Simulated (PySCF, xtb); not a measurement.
C₂H₄ClNSi, SMILES Cl[SiH2]CC#N. Other conformers were not sampled.

Harmonic wavenumbers (cm⁻¹) from xtb with GFN2-xTB at its own minimum, in rising order: 42, 120, 187, 374, 438, 494, 513, 571, 667, 723, 763, 776, 1014, 1080, 1183, 1408, 2278, 2308, 2403, 2967, 2984.

Q: What does PBE-D3(BJ)/def2-SVP run with PySCF give at its own minimum? (Estimate from the structure and the level; the computed values follow.)

A: 55, 120, 201, 363, 445, 526, 546, 652, 661, 760, 860, 913, 960, 1112, 1140, 1348, 2187, 2208, 2292, 2979, 3040. Paired by order, the mean absolute difference is 49 cm⁻¹ and the zero-point energies are 33.3 and 33.4 kcal/mol.
